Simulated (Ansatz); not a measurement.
Diatomic Li2-, multiplicity 4 (an upper state: multiplicity 2 came lower at CCSD(T)/def2-TZVPP on PBE0 minima).

The constants come from a fifth-degree fit in 1/R (seven points, main isotopes). Runs in def2 and cc sets follow the lowest solution found near the PBE0 minimum.

The values were computed with Ansatz (Gaussian basis) for Hartree–Fock, density functionals and correlated methods. Each number belongs to the level named beside it.

```tsv
level	r_e (Å)	ω_e (cm⁻¹)	B_e (cm⁻¹)	α_e (cm⁻¹)
PBE/def2-TZVPP	3.845	117	0.325	0.0086
PBE0/def2-TZVPP	3.779	131	0.336	0.0071
wB97X-V/def2-TZVPP	3.728	150	0.346	0.0051
CCSD/def2-TZVPP	3.675	159	0.356	0.0050
CCSD(T)/def2-TZVPP	3.674	159	0.356	0.0050
```

Correlated levels freeze the inner cores; with def2 sets outer-core shells near the valence are correlated too.

Ansatz is a first-principles code.
